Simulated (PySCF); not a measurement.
# Molecular orbitals of PbCl

PBE0 at R = 2.475 Å; Pb cc-pVTZ-PP with ECP60, Cl cc-pV(T+d)Z; scalar-relativistic core potentials (PySCF 2.14). State: ²Π (doublet), unpaired electrons π ↑. Only the outer orbitals are listed, counted within each symmetry, core potentials removing the inner ones.

| spin | orbital | occ. | ε (eV) | on Pb (%) | main shells (%) |
| --- | --- | --- | --- | --- | --- |
| α | 7σ | 1 | -21.43 | 13 | 87 Cl s |
| α | 8σ | 1 | -14.17 | 86 | 85 Pb s, 10 Cl p |
| α | 9σ | 1 | -8.79 | 30 | 69 Cl p, 19 Pb p, 10 Pb s |
| α | 4π | 1 | -8.62 | 8 | 92 Cl p |
| α | 4π | 1 | -8.56 | 7 | 93 Cl p |
| α | 5π | 1 | -4.85 | 94 | 93 Pb p |
| α | 5π | 0 | -3.11 | 95 | 94 Pb p |
| α | 10σ | 0 | -0.96 | 89 | 82 Pb p, 12 Cl p |
| α | 11σ | 0 | 2.22 | 103 | 97 Pb s |
| β | 7σ | 1 | -21.36 | 13 | 87 Cl s, 8 Pb d |
| β | 8σ | 1 | -13.50 | 83 | 82 Pb s, 14 Cl p |
| β | 9σ | 1 | -8.65 | 32 | 68 Cl p, 18 Pb p, 13 Pb s |
| β | 4π | 1 | -8.56 | 6 | 94 Cl p |
| β | 4π | 1 | -8.39 | 5 | 95 Cl p |
| β | 5π | 0 | -2.77 | 96 | 95 Pb p |
| β | 5π | 0 | -2.05 | 96 | 96 Pb p |
| β | 10σ | 0 | -0.67 | 91 | 83 Pb p, 10 Cl p |

**Question.** Which are the highest filled and the lowest empty level, where do they sit, and how wide is the gap?

**Answer.** Highest filled α 5π at -4.85 eV (in %: 93 Pb p); lowest empty α 5π at -3.11 eV (in %: 94 Pb p); the gap at PBE0 is 1.74 eV. Both belong to one degenerate shell, split only by its one-sided filling, so this is no excitation gap.

| Property | Result |
| --- | --- |
| bond order (Mayer) | 0.99 |
| ⟨S²⟩ | 0.753 |
| charge on Pb (Mulliken, basis-dependent) | 0.40 |
| charge on Pb (Löwdin, basis-dependent) | 0.20 |
| dipole moment (positive dipole means Pb(−)Cl(+)) | -3.62 D |
| polarisability along the bond | 72.9 bohr³ |
| polarisability across the bond | 46.0 bohr³ |

Shares are Mulliken populations and can fall outside 0 to 100 %.

Spin–orbit coupling is left out, which matters for elements this heavy, above all for dissociation energies. The state is the lowest determinant that a PBE0 search found; another state may lie lower at other levels.
